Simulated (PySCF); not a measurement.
C₃H₇O, multiplicity 2. Atoms are numbered in the order given.

```xyz
11

C      0.0775    -0.6277    -1.2878
C     -0.2923     0.1258     0.0000
C      0.0775    -0.6277     1.2878
O      0.1455     1.4231     0.0000
H      1.1681    -0.7765    -1.3323
H     -0.4068    -1.6159    -1.3239
H     -0.2288    -0.0439    -2.1676
H     -1.4050     0.2655     0.0000
H      1.1681    -0.7765     1.3323
H     -0.4068    -1.6159     1.3239
H     -0.2288    -0.0439     2.1676
```
Charge 0, spin multiplicity 2.

Geometry optimised at TPSSh-D3(BJ)/def2-SVP. The isomer is the one that the SMILES or the coordinates give; other isomers of the formula were not compared.

Level of theory: PBE/def2-TZVP (PySCF).

Atomic charges (e):

```tsv
atom	meta-Löwdin	Löwdin	Mulliken spin
C1	…	-0.30	0.02
C2	0.15	-0.47	-0.02
C3	…	-0.30	0.02
O4	-0.31	0.11	0.82
H5	…	0.13	0.01
H6	…	0.13	0.00
H7	…	0.13	0.00
H8	…	0.19	0.14
H9	…	0.13	0.01
H10	…	0.13	0.00
H11	…	0.13	0.00
```

**Question.** Some entries are withheld; supply them. (The exact figures need the calculation; the answer reports its results.)

**Answer.** 
- C1, meta-Löwdin: -0.36
- C3, meta-Löwdin: -0.36
- H5, meta-Löwdin: 0.12
- H6, meta-Löwdin: 0.12
- H7, meta-Löwdin: 0.13
- H8, meta-Löwdin: 0.15
- H9, meta-Löwdin: 0.12
- H10, meta-Löwdin: 0.12
- H11, meta-Löwdin: 0.13

Computed Mayer and Wiberg (Löwdin basis) orders of the bonds:
| bond | Mayer | Wiberg |
|---|---|---|
| C1–C2 | 0.97 | 1.24 |
| C2–C3 | 0.97 | 1.24 |
| C2–O4 | 1.31 | 1.89 |
| C1–H5 | 0.96 | 0.90 |
| C1–H6 | 0.95 | 0.90 |
| C1–H7 | 0.96 | 0.90 |
| C2–H8 | 0.86 | 0.74 |
| C3–H9 | 0.96 | 0.90 |
| C3–H10 | 0.95 | 0.90 |
| C3–H11 | 0.96 | 0.90 |
